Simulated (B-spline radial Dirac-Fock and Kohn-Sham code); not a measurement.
## What relativity does to the binding energies of In³¹⁺

System: In³¹⁺, configuration [Ne] 3s2 3p6.

Both columns are ΔSCF binding energies of the configuration average from an atomic code on a B-spline grid: non-relativistic Hartree-Fock with a point nucleus, and Dirac-Fock with a finite nucleus and the Coulomb interaction alone, averaged over the two j levels with weights 2j+1.

```
shell  Hartree-Fock (eV)  Dirac-Fock (eV)  shift (eV)  shift (%)
   1s            28687.3          29643.4     +956.09      +3.33
   2s             5578.4           5822.4     +244.08      +4.38
   2p             5310.0           5385.7      +75.68      +1.43
   3s             2063.8           2130.7      +66.88      +3.24
   3p             1954.6           1980.4      +25.77      +1.32
```

Relativity binds 1s, 2s, 2p, 3s, 3p more strongly, among those listed most of all 2s in relative terms.

Values without a named source are computed, but for edge energies of neutral atoms, which are taken from tables.
